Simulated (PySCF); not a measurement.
Telling isomers of C6H11N apart by NMR

One conformer, equivalent nuclei averaged, no solvent model, non-relativistic. Structure optimised with GFN2-xTB; GIAO PBE0/pcSseg-1 shieldings; PySCF 2.14.

Shifts are taken against calculated references (same method and geometry level): ¹H and ¹³C vs TMS. Where no couplings were computed, multiplicities follow the n + 1 count of equivalent neighbours, and m marks all less simple cases (inequivalent or close neighbours, rings, F or P nearby). Shifts are as computed. Against solution values, carbons near 30 ppm lie about +3 ppm off and those near 130 ppm about +5 ppm. Of 1211 compounds with measured shifts, 218 miss one by over three times the rms of a fit or turn the order of signals round; such compounds aren't used in these exercises. OH and NH positions are gas-phase values without hydrogen bonding to other molecules.

(1) Tabulate the signals of `C=C(C)[C@@H]1N[C@H]1C`, `CCN=C1CCC1`, `C#CCCN(C)C` and their relative energies.

(2) What is the quickest way to tell C=C(C)[C@@H]1N[C@H]1C from C#CCCN(C)C?

(3) What is the quickest way to tell C=C(C)[C@@H]1N[C@H]1C from CCN=C1CCC1?

(4) What is the quickest way to tell CCN=C1CCC1 from C#CCCN(C)C?

Answers

(1) 
```tsv
SMILES	carbon types	δC	δH	E rel. (kcal/mol)
C=C(C)[C@@H]1N[C@H]1C	1×C 2×CH 1×CH2 2×CH3	152.7, 113.2, 42.6, 39.6, 25.8, 22.8	5.43 (br s, 1H), 5.07 (br s, 1H), 1.97 (s, 3H), 1.72 (m, 1H), 1.41 (m, 1H), 1.29 (m, 3H), 0.20 (br s, 1H)	8.1
CCN=C1CCC1	1×C 4×CH2 1×CH3	170.5, 50.7, 39.4, 33.7, 18.9, 13.3	3.53 (q, 2H), 3.01 (m, 2H), 2.89 (m, 2H), 1.92 (m, 2H), 1.22 (t, 3H)	0.0
C#CCCN(C)C	1×C 1×CH 2×CH2 2×CH3	91.7, 76.4, 61.2, 48.1, 23.4	2.54 (m, 2H), 2.38 (s, 6H), 2.32 (t, 2H), 1.49 (t, 1H)	32.5
```

Energies are electronic energies at PBE0/pcSseg-1 on these geometries, without zero-point or thermal terms, each for the one conformer computed, which needn't be the lowest.

(2) Count the carbon signals: 6 against 5. The first has a fully substituted alkene carbon (C) at 152.7 ppm, the second an alkyne carbon (C) at 91.7 ppm. In the proton spectra the most deshielded non-exchanging signals are 5.43 (br s, 1H) and 2.54 (m, 2H).

(3) Both give the same number of carbon signals, but DEPT or the intensities differ. The first has a terminal =CH2 carbon at 113.2 ppm, the second an sp3 CH2 bonded to N at 50.7 ppm. Their most deshielded carbons lie at 152.7 and 170.5 ppm. In the proton spectra the most deshielded non-exchanging signals are 5.43 (br s, 1H) and 3.53 (q, 2H).

(4) Count the carbon signals: 6 against 5. The first has a C=N carbon (C) at 170.5 ppm, the second an alkyne carbon (C) at 91.7 ppm. In the proton spectra the most deshielded non-exchanging signals are 3.53 (q, 2H) and 2.54 (m, 2H).
